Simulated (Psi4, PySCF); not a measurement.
Intermolecular potential of H2 ··· BCl3 (SMILES [H][H] and ClB(Cl)Cl). Monomers: optimised at B3LYP-D3(BJ) (def2-TZVP), held rigid. Orientation: lowest of the rigid-body minima from ten starts at GFN2-xTB. R is the distance of the centres of mass, along which the second monomer moves.

Geometry at R = 3.23 Å (first 2 atoms: monomer A):
```
6

H      0.3719     0.0000     0.0000
H     -0.3719     0.0000     0.0000
Cl    -3.2621    -0.2500    -1.6943
B     -3.2201    -0.2400     0.0502
Cl    -3.0789    -1.7419     0.9275
Cl    -3.3188     1.2712     0.9172
```

Levels: revPBE/def2-TZVP, counterpoise-corrected (Psi4); RKS-B3LYP/6-31G* = restricted B3LYP/6-31G*, spherical d, no counterpoise correction (PySCF); PBE-D3(BJ)/def2-TZVP, counterpoise-corrected (Psi4); SAPT0/jun-cc-pVDZ, frozen core (Psi4); RHF/3-21G = PySCF with restricted Hartree-Fock/3-21G, no counterpoise correction.

Interaction energies in kJ/mol (negative: bound); R is the distance of the centres of mass, d the H2···B4 distance.

| R / Å | d / Å | revPBE/def2-TZVP | RKS-B3LYP/6-31G* | PBE-D3(BJ)/def2-TZVP | SAPT0/jun-cc-pVDZ | RHF/3-21G |
|---|---|---|---|---|---|---|
| 2.57 | 2.20 | 21.61 | 17.75 | 9.40 | 16.05 | 14.58 |
| 2.90 | 2.53 | 9.85 | 7.00 | 0.99 | 5.61 | 4.56 |
| 2.96 | 2.59 | 8.53 | 5.94 | 0.23 | 4.58 | 3.69 |
| 3.23 | 2.86 | 4.44 | 2.94 | -1.61 | 1.71 | 1.57 |
| 3.40 | 3.03 | 2.91 | 2.00 | -1.95 | 0.85 | 1.04 |
| 3.55 | 3.18 | 1.98 | 1.49 | -1.98 | 0.42 | 0.78 |
| 3.85 | 3.48 | 0.85 | 0.91 | -1.70 | 0.04 | 0.51 |
| 4.30 | 3.93 | 0.16 | 0.48 | -1.10 | -0.07 | 0.30 |
| 4.68 | 4.31 | 0.01 | 0.29 | -0.70 | -0.06 | 0.22 |
| 5.45 | 5.08 | 0.01 | 0.10 | -0.25 | -0.02 | 0.13 |
| 6.41 | 6.04 | 0.02 | 0.02 | -0.08 | 0.00 | 0.06 |
| 7.68 | 7.31 | 0.01 | 0.00 | -0.03 | 0.00 | 0.03 |

Lowest grid point: revPBE/def2-TZVP 0.01 kJ/mol at R = 5.45 Å; RKS-B3LYP/6-31G* 0.00 kJ/mol at R = 7.68 Å; PBE-D3(BJ)/def2-TZVP -1.98 kJ/mol at R = 3.55 Å; SAPT0/jun-cc-pVDZ -0.07 kJ/mol at R = 4.30 Å; RHF/3-21G 0.03 kJ/mol at R = 7.68 Å.
